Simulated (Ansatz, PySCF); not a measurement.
Species: GaCl2 (charge -1, singlet). 
Coordinates optimised at B3LYP-D3(BJ)/def2-TZVP (Ansatz, a program for electronic structure):
```xyz
3

Ga     0.8051    -0.0145    -0.0903
Cl    -0.8525     1.3552    -1.1893
Cl    -0.6156    -1.3288     1.3539
```
Charge -1, spin multiplicity 1.

Total electronic energies in hartree. Valence correlation only, unless marked. Spin-orbit coupling is left out. The frozen core is the preceding noble-gas configuration, with the filled d and f shells of earlier blocks. No relativistic terms. Basis-set limits of correlation are two-point, X^-3; Hartree-Fock from the larger set. The bracket is a focal-point correction in the basis named.

```
level                                                                 program  energy (Eh)
-------------------------------------------------------------  --------------  -----------
PBE/def2-TZVPD                                                         Ansatz  -2844.80835
B3LYP-D3(BJ)/def2-TZVPD                                        Ansatz + dftd3  -2845.56450
PBE0/def2-TZVPD                                                        Ansatz  -2844.91553
PW6B95-D3(BJ)/def2-TZVPD                                        PySCF + dftd3  -2847.13925
PW6B95-D4/def2-TZVPD                                            PySCF + dftd4  -2847.13951
MN15-D3(BJ)/def2-TZVPD                                          PySCF + dftd3  -2845.58152
SCS-MP2/def2-TZVPP                                                     Ansatz  -2842.88635
CCSD(T)/6-31G                                                          Ansatz  -2842.18126
RI-MP2/CBS(def2-TZVPPD,def2-QZVPPD)+[CCSD(T)-MP2]/def2-TZVPPD          Ansatz   -2843.1001
```

Totals of different functionals don't rank their quality; only differences between species are comparable.
